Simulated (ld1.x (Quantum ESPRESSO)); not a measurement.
Ga (Z = 31), TM: configuration errors across variants

| Quantity | Value |
| --- | --- |
| Element | gallium |
| Generator | ld1.x (Quantum ESPRESSO) 7.5 |
| Type | norm-conserving Troullier–Martins (Kleinman–Bylander form) |
| Functional | PBEsol |
| Relativity | scalar-relativistic |
| Frozen core | [Ar] 3d10 |
| Valence charge | 3 |
| Reference configuration | 4s1.5 4p1.5 |
| Partial waves | 4s (bound): rc 1.70 bohr; 4p (bound): rc 1.65 bohr |
| Local potential | the p channel |
| Core correction | none |

All-electron excitation energies from the reference (eV): (1) 4s2 4p1 -3.237; (2) 4s2 4p0 2.443; (3) 4s1 4p0 23.578; (4) 4s0 4p3 10.153; (5) 4s1 4p1 9.848; (6) 4s1 4p2 3.314; (7) 4s2 4p1.3 -3.767.

A true bound ghost makes a file unfit for plane-wave use even where its test errors are small: the radial tests pick states by their node count and pass the ghost by.

Errors AE − PS in meV (a dash: test not solved or not reliable):

| change | (1) | (2) | (3) | (4) | (5) | (6) | (7) | bound ghosts |
| --- | --- | --- | --- | --- | --- | --- | --- | --- |
| base | +3.6 | +5.0 | -10 | +47 | -3.6 | +3.8 | +2.3 | s |
| wave 4s (bound): rc 1.70 bohr becomes 4s (bound): rc 1.08 bohr | +3.9 | +5.9 | -13 | +156 | -2.7 | +6.5 | +2.6 | s |
| wave 4s (bound): rc 1.70 bohr becomes 4s (bound): rc 1.50 bohr | +3.4 | +4.2 | -11 | +43 | -3.7 | +3.7 | +2.2 | s |
| wave 4s (bound): rc 1.70 bohr becomes 4s (bound): rc 1.72 bohr | +3.6 | +5.0 | -10 | +47 | -3.6 | +3.8 | +2.3 | s |
| wave 4s (bound): rc 1.70 bohr becomes 4s (bound): rc 2.04 bohr | +3.1 | +3.9 | -11 | +40 | -4.1 | +3.3 | +1.9 | none |
| wave 4s (bound): rc 1.70 bohr becomes 4s (bound): rc 2.16 bohr | +2.7 | +3.3 | -12 | +37 | -4.5 | +2.9 | +1.6 | none |

(1) Give the same row for: wave 4s (bound): rc 1.70 bohr becomes 4s (bound): rc 2.52 bohr.

Answers

(1) +0.7, +1.2, -14, +23, -7.0, +0.8, -0.2; bound ghosts: none.
